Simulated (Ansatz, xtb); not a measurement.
## Relaxing a trial structure of FH7PSiSn+

The starting geometry of this gas-phase singlet has its atoms placed at random.

```xyz
11

F     0.6825    0.2387    2.1948
P     1.0607   -1.0629   -0.3095
Si    0.0646   -1.1750    2.1200
Sn   -0.8062    1.2611   -0.5072
H     1.5966    0.3295    0.5150
H    -0.0968   -0.8508    0.3489
H     1.3738    1.2100   -0.3488
H    -1.3659   -1.3773    1.3145
H    -1.1806    2.0986    1.0809
H     0.3398    1.2199    0.6284
H    -0.1366   -0.3013   -1.6383
```

One run relaxed it with r2SCAN-D4/def2-SVP. What is a likely outcome?

It loosens into FH2SiSn + H3P + H2, which stay close as a complex (formulas without charges). Distances that change by over a tenth: F1–Si3 (1.54 → 1.74 Å), F1–Sn4 (3.25 → 2.32 Å), P2–Si3 (2.63 → 4.94 Å), P2–H5 (1.70 → 1.43 Å), Si3–H6 (1.81 → 3.52 Å), Sn4–H7 (2.19 → 2.63 Å). Contacts that open: Sn4–H10 (1.61 → 2.65 Å), Sn4–H11 (2.04 → 2.75 Å). Contacts that close: P2–H11 (1.94 → 1.43 Å), H7–H10 (1.42 → 0.77 Å).

The energy falls by 8.24 eV over 63 steps:

| step | E − E(last) (eV) |
| --- | --- |
| 1 | 8.238 |
| 8 | 0.973 |
| 15 | 0.513 |
| 22 | 0.233 |
| 29 | 0.052 |
| 35 | 0.043 |
| 42 | 0.026 |
| 49 | 0.019 |
| 56 | 0.003 |
| 63 | 0.000 |

Final geometry (Å):

| atom | x (Å) | y (Å) | z (Å) |
| --- | --- | --- | --- |
| F | 0.3648 | 0.2655 | 1.9403 |
| P | -0.0268 | -1.8240 | -1.3470 |
| Si | -0.1016 | -0.5204 | 3.4186 |
| Sn | 0.7660 | 1.0986 | -0.1821 |
| H | 1.3767 | -1.6138 | -1.4908 |
| H | -0.1086 | -1.3023 | -0.0101 |
| H | 0.9253 | 3.2473 | 1.3251 |
| H | -0.4261 | -1.8273 | 2.6796 |
| H | -0.9747 | 1.4304 | -0.2117 |
| H | 0.1624 | 3.2414 | 1.2606 |
| H | -0.4255 | -0.6048 | -1.9839 |

From the same start GFN2-xTB ends elsewhere, in pieces: FH5PSiSn + H2.

From so rough a start the end depends on the optimiser's path, so another program may land elsewhere. The end wasn't checked by frequencies. Atoms past krypton carry core potentials, without spin–orbit terms. Run with Ansatz 0.2.0, 2.4 min on 2 threads of Intel(R) Xeon(R) Platinum 8375C CPU @ 2.90GHz (Ice Lake) (shared host).
